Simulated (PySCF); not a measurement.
# Excitation energy of Rh⁺ by level of theory

Rh⁺ [Kr] 4d8 (3F) → Rh⁺ [Kr] 4d7 5p1 (high-spin determinant), as a difference of total energies. Calculation: PySCF 2.14, in aug-cc-pVTZ-DK; scalar relativity by spin-free X2C-1e. Correlated levels: valence: [Kr] frozen. The calculations carry no spin-orbit coupling.

```tsv
method	excitation energy (eV)
UHF	6.051
LDA	7.358
PBE	7.148
PBE0	7.094
r2SCAN	7.038
wB97X	7.667
r2SCANh	7.031
B3LYP	7.198
MP2 (valence)	7.241
SCS-MP2 (valence)	7.453
```

Task: How much does correlation contribute at MP2 (valence)?

Result: 7.241 − (6.051) = 1.190 eV, measured against UHF.

A first-order spin-orbit estimate (lowest level to lowest level, LS coupling) adds 0.051 eV.

The determinant of the upper state mixes LS terms, which raises its energy above the lowest term, most at the Hartree-Fock and MP2 levels.
